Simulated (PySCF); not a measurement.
# Electron correlation in Se (selenium, neutral)

[Ar] 3d10 4s2 4p4, high-spin 3P determinant. Computed with PySCF 2.14 in 6-31G*, with no relativity, point nucleus. Frozen: [Ar] 3d10; 6 electrons correlated.

MP2 pair energies summed by pair of shells (mhartree):

```json
{"pair": "4p-4p", "energy": "-32.44", "share (%)": "46.6"}
{"pair": "4s-4p", "energy": "-31.03", "share (%)": "44.6"}
{"pair": "4s-4s", "energy": "-6.10", "share (%)": "8.8"}
```

Total MP2 correlation energy: -69.57 mhartree.

Same-spin part -17.00 and opposite-spin part -52.57 mhartree; SCS-MP2 scales them by 1/3 and 6/5 to -68.75 mhartree.

```json
{"level": "CCSD", "correlation energy (mhartree)": "-85.20"}
{"level": "(T)", "correlation energy (mhartree)": "-1.10"}
{"level": "CCSD(T)", "correlation energy (mhartree)": "-86.30"}
```

Diagnostics: T1 = 0.0062, D1 = 0.0202, largest double amplitude 0.051.

Problem. Is a single reference adequate?

Solution. Yes, within this model without spin-orbit coupling: T1 lies below 0.03 and no double amplitude reaches 0.07.
